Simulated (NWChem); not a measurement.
Everything below was run with NWChem. System: HAlCl₂O, charge 0, spin multiplicity 1, at a geometry optimised with PBE0/def2-SVP. The structure started from a generated list of species. Level: B3LYP/6-31+G* (spherical d), VWN1-RPA local correlation.

Output (cleaned and shortened):

```
             Northwest Computational Chemistry Package (NWChem) 7.3.0
             --------------------------------------------------------

                                NWChem Input Module
                                -------------------

 Scaling coordinates for geometry "geometry" by  1.889725989
 (inverse scale =  0.529177249)

 Turning off AUTOSYM since
 SYMMETRY directive was detected!

                             Geometry "geometry" -> ""
                             -------------------------

 Output coordinates in angstroms (scale by  1.889725989 to convert to a.u.)

  No.       Tag          Charge          X              Y              Z
 ---- ---------------- ---------- -------------- -------------- --------------
    1 Al                  13.0000    -0.02732800     0.35095400     0.00000000
    2 Cl                  17.0000     1.83998100    -0.58447300     0.00000000
    3 Cl                  17.0000    -1.76204400    -0.79515800     0.00000000
    4 O                    8.0000    -0.18683100     2.02772300     0.00000000
    5 H                    1.0000     0.52499100     2.66954300     0.00000000

 Effective nuclear repulsion energy (a.u.)     243.3668754273

            Nuclear Dipole moment (a.u.)
            ----------------------------
        X                 Y               Z
 ---------------- ---------------- ----------------
     0.0000151178     0.0000037795     0.0000000000

      Symmetry information
      --------------------

 Group name             Cs
 Group number              2
 Group order               2
 No. of unique centers     5

      Symmetry unique atoms

     1    2    3    4    5


 Summary of "ao basis" -> "" (spherical)
 ------------------------------------------------------------------------------
       Tag                 Description            Shells   Functions and Types
 ---------------- ------------------------------  ------  ---------------------
 *                          6-31+g*                   on all atoms

                                 NWChem DFT Module
                                 -----------------

 Summary of "ao basis" -> "ao basis" (spherical)
 ------------------------------------------------------------------------------
       Tag                 Description            Shells   Functions and Types
 ---------------- ------------------------------  ------  ---------------------
 Al                         6-31+g*                 10       22   5s4p1d
 Cl                         6-31+g*                 10       22   5s4p1d
 O                          6-31+g*                  8       18   4s3p1d
 H                          6-31+g*                  2        2   2s

 Summary of "ao basis" -> "ao basis" (spherical)
 ------------------------------------------------------------------------------
       Tag                 Description            Shells   Functions and Types
 ---------------- ------------------------------  ------  ---------------------
 Al                         6-31+g*                 10       22   5s4p1d
 Cl                         6-31+g*                 10       22   5s4p1d
 O                          6-31+g*                  8       18   4s3p1d
 H                          6-31+g*                  2        2   2s

      Symmetry analysis of basis
      --------------------------

        a'         63
        a"         23

            General Information
            -------------------
          SCF calculation type: DFT
          Wavefunction type:  closed shell.
          No. of atoms     :     5
          No. of electrons :    56
           Alpha electrons :    28
            Beta electrons :    28
          Charge           :     0
          Spin multiplicity:     1
          Use of symmetry is: on ; symmetry adaption is: on
          Maximum number of iterations: 100
          AO basis - number of functions:    86
                     number of shells:    40
          Convergence on energy requested:  1.00D-06
          Convergence on density requested:  1.00D-05
          Convergence on gradient requested:  5.00D-04

              XC Information
              --------------
                         B3LYP Method XC Potential
[...]
    21 a'         22 a'         23 a"         24 a'         25 a'
    26 a"         27 a'         28 a"         29 a'         30 a'
    31 a'         32 a"         33 a'         34 a'         35 a"
    36 a'         37 a'         38 a"

------------------------------------------------------------
EAF file 0: "./mol.aoints.0" size=524288 bytes
------------------------------------------------------------
               write      read    awrite     aread      wait
               -----      ----    ------     -----      ----
     calls:        1         0         0         0         0
   data(b): 5.24e+05  0.00e+00  0.00e+00  0.00e+00
   time(s): 0.00e+00  0.00e+00  0.00e+00  0.00e+00  0.00e+00
rate(mb/s): 0.00e+00  0.00e+00
------------------------------------------------------------

   convergence    iter        energy       DeltaE   RMS-Dens  Diis-err    time
 ---------------- ----- ----------------- --------- --------- ---------  ------
 d= 0,ls=0.0,diis     1  -1237.3791916509 -1.48D+03  9.86D+00  1.60D+00     2.8
 d= 0,ls=0.0,diis     2  -1237.9650582969 -5.86D-01  2.47D-02  6.71D+00     3.1
 d= 0,ls=0.0,diis     3  -1238.7772301110 -8.12D-01  7.54D-03  4.43D-01     3.4
 d= 0,ls=0.0,diis     4  -1238.8370187979 -5.98D-02  2.75D-03  5.91D-02     3.8
 d= 0,ls=0.0,diis     5  -1238.8429344146 -5.92D-03  1.05D-03  1.98D-03     4.1
  Resetting Diis
 d= 0,ls=0.0,diis     6  -1238.8432134065 -2.79D-04  3.87D-04  6.43D-04     4.4
 d= 0,ls=0.0,diis     7  -1238.8433117913 -9.84D-05  6.14D-05  6.38D-06     4.7
 d= 0,ls=0.0,diis     8  -1238.8433113627  4.29D-07  2.53D-05  1.21D-05     5.0
 d= 0,ls=0.0,diis     9  -1238.8433126180 -1.26D-06  6.79D-06  5.49D-07     5.3
 d= 0,ls=0.0,diis    10  -1238.8433126708 -5.27D-08  1.06D-06  8.98D-09     5.6

         Total DFT energy =    -1238.843312670758
      One electron energy =    -2197.436636860004
           Coulomb energy =      799.537207996355
    Exchange-Corr. energy =      -84.310759234401
 Nuclear repulsion energy =      243.366875427293

 Numeric. integr. density =       56.000000245101

     Total iterative time =      4.8s

                  Occupations of the irreducible representations
                  ----------------------------------------------

                     irrep           alpha         beta
                     --------     --------     --------
                     a'               22.0         22.0
                     a"                6.0          6.0

                       DFT Final Molecular Orbital Analysis
                       ------------------------------------

 Vector   26  Occ=2.000000D+00  E=-3.473210D-01  Symmetry=a"
              MO Center=  7.8D-01,  5.8D-01, -1.6D-15, r^2= 3.8D+00
   Bfn.  Coefficient  Atom+Function         Bfn.  Coefficient  Atom+Function
  ----- ------------  ---------------      ----- ------------  ---------------
    31      0.517318  2 Cl pz                71     -0.423778  4 O  pz
    75     -0.289035  4 O  pz                35      0.268735  2 Cl pz
    27     -0.202218  2 Cl pz                53      0.132073  3 Cl pz
    79     -0.091140  4 O  pz                19     -0.064997  1 Al d -1
    57      0.064350  3 Cl pz                49     -0.051475  3 Cl pz

 Vector   27  Occ=2.000000D+00  E=-3.438931D-01  Symmetry=a"
              MO Center= -8.9D-01, -5.5D-01,  1.3D-15, r^2= 3.7D+00
   Bfn.  Coefficient  Atom+Function         Bfn.  Coefficient  Atom+Function
  ----- ------------  ---------------      ----- ------------  ---------------
    53      0.618058  3 Cl pz                31     -0.329007  2 Cl pz
    57      0.320345  3 Cl pz                49     -0.241521  3 Cl pz
    35     -0.174170  2 Cl pz                71     -0.158511  4 O  pz
    27      0.128628  2 Cl pz                75     -0.108811  4 O  pz
    21      0.060114  1 Al d  1              79     -0.035451  4 O  pz

 Vector   28  Occ=2.000000D+00  E=-3.330432D-01  Symmetry=a'
              MO Center= -3.0D-02, -4.8D-01, -8.7D-16, r^2= 4.7D+00
   Bfn.  Coefficient  Atom+Function         Bfn.  Coefficient  Atom+Function
  ----- ------------  ---------------      ----- ------------  ---------------
    30      0.434817  2 Cl py                52     -0.387143  3 Cl py
    51      0.339450  3 Cl px                29      0.250506  2 Cl px
    34      0.228114  2 Cl py                56     -0.200675  3 Cl py
    55      0.173201  3 Cl px                26     -0.169285  2 Cl py
    48      0.150567  3 Cl py                69     -0.146655  4 O  px

 Vector   29  Occ=0.000000D+00  E=-6.163926D-02  Symmetry=a'
              MO Center=  1.4D-01,  4.7D-01, -9.3D-17, r^2= 6.7D+00
   Bfn.  Coefficient  Atom+Function         Bfn.  Coefficient  Atom+Function
  ----- ------------  ---------------      ----- ------------  ---------------
    10      1.370318  1 Al s                 14      1.251010  1 Al s
    36     -0.734415  2 Cl s                 58     -0.615558  3 Cl s
    76     -0.390215  4 O  s                  6      0.377965  1 Al s
    37      0.304685  2 Cl px                59     -0.296553  3 Cl px
    72     -0.286160  4 O  s                 54     -0.235811  3 Cl s

 Vector   30  Occ=0.000000D+00  E=-3.104169D-02  Symmetry=a"
              MO Center= -5.8D-03,  2.7D-01, -5.5D-15, r^2= 4.5D+00
   Bfn.  Coefficient  Atom+Function         Bfn.  Coefficient  Atom+Function
  ----- ------------  ---------------      ----- ------------  ---------------
    13      0.689607  1 Al pz                 9      0.612549  1 Al pz
    17      0.284618  1 Al pz                31     -0.224946  2 Cl pz
    53     -0.220501  3 Cl pz                79     -0.220352  4 O  pz
    71     -0.201696  4 O  pz                61     -0.196477  3 Cl pz
     5     -0.189960  1 Al pz                35     -0.182014  2 Cl pz

 Vector   31  Occ=0.000000D+00  E= 3.141634D-03  Symmetry=a'
              MO Center=  4.8D-01,  1.5D+00,  9.0D-15, r^2= 1.2D+01
   Bfn.  Coefficient  Atom+Function         Bfn.  Coefficient  Atom+Function
  ----- ------------  ---------------      ----- ------------  ---------------
    10      2.038172  1 Al s                 16     -1.757261  1 Al py
    58     -1.741971  3 Cl s                 15     -0.963261  1 Al px
    59     -0.537133  3 Cl px                86     -0.384653  5 H  s
    37      0.349590  2 Cl px                36     -0.313771  2 Cl s
    72      0.301015  4 O  s                 78      0.257103  4 O  py

 center of mass
 --------------
 x =  -0.00781672 y =  -0.06056492 z =   0.00000000

 moments of inertia (a.u.)
 ------------------
         393.566157985717         -23.097066696624           0.000000000000
         -23.097066696624         813.537141543115           0.000000000000
           0.000000000000           0.000000000000        1207.103299528832

     Multipole analysis of the density
     ---------------------------------

     L   x y z        total         alpha         beta         nuclear
     -   - - -        -----         -----         ----         -------
     0   0 0 0     -0.000000    -28.000000    -28.000000     56.000000

     1   1 0 0      0.488478      0.244231      0.244231      0.000015
     1   0 1 0      0.594379      0.297188      0.297188      0.000004
     1   0 0 1     -0.000000     -0.000000     -0.000000      0.000000

     2   2 0 0    -35.790145   -215.910885   -215.910885    396.031625
     2   1 1 0      3.047355     -5.230461     -5.230461     13.508277
     2   1 0 1     -0.000000     -0.000000     -0.000000      0.000000
     2   0 2 0    -31.522578   -119.638160   -119.638160    207.753742
     2   0 1 1     -0.000000     -0.000000     -0.000000      0.000000
     2   0 0 2    -30.324554    -15.162277    -15.162277      0.000000

 Task  times  cpu:        5.6s     wall:        5.6s

 Total times  cpu:        5.7s     wall:        5.7s
```

Problem. Write an NWChem input that would produce this output.

Solution. One answer among several that fit: 
```
start mol
memory heap 200 mb stack 900 mb global 1100 mb
geometry units angstroms nocenter noautoz
  Al    -0.027328     0.350954     0.000000
  Cl     1.839981    -0.584473     0.000000
  Cl    -1.762044    -0.795158     0.000000
  O     -0.186831     2.027723     0.000000
  H      0.524991     2.669543     0.000000
  symmetry group Cs
end
basis spherical
  * library 6-31+g*
end
dft
  xc b3lyp
  semidirect memsize 60000000 filesize 0
  iterations 100
end
task dft energy
```
